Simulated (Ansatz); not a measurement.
Two isomers of C2H5NSi: A = `[SiH3]C1C=N1`, B = `N=C1C[SiH2]1`.

Gas-phase electronic energies from Ansatz, PBE0-D4/def2-TZVP geometries. CBS: MP2 limit from def2 TZ/QZ plus the TZ coupled-cluster correction, frozen cores. DFT in def2-TZVPP. B3LYP here is the variant with VWN-RPA as its local correlation; programs differ in this. Each species was taken in one conformer, which may not be the lowest.

(1) Which isomer does CCSD(T)/CBS put lower? Give the gap. (Estimate.)

(2) Give E(B) − E(A) in kJ/mol with CCSD/def2-TZVPP, B3LYP, CCSD(T)/def2-TZVPP, r2SCAN-D4, ωB97M-V, PBE0-D4, MP2/def2-TZVPP. (Estimate.)

(3) Does the order hold for the free energy at 298.15 K (harmonic terms from PBE0-D4)? (An estimate is asked.)

Largest T1 diagnostic: 0.014.

Answers

(1) Computed: B, by 23.7 kJ/mol.

(2) Computed: CCSD/def2-TZVPP -20.9, B3LYP -31.1, CCSD(T)/def2-TZVPP -21.5, r2SCAN-D4 -35.9, ωB97M-V -27.9, PBE0-D4 -35.9, MP2/def2-TZVPP -17.0. None reverses the order clearly.

(3) Ansatz gave: Yes: G(B) − G(A) = -15.6 kJ/mol, for one conformer each.

From PBE to PBE0 (25 % exact exchange), in def2-TZVPP and without D4, E(B) − E(A) moves by +3.1 kJ/mol. Leaving LDA and LC-ωPBE aside and taking each functional with its dispersion term where it has one, the values, not all of them listed here, spread over 16.8 kJ/mol, from PBE-D4 to ωB97X-V. LDA lies −14.3 kJ/mol from PBE without D4.
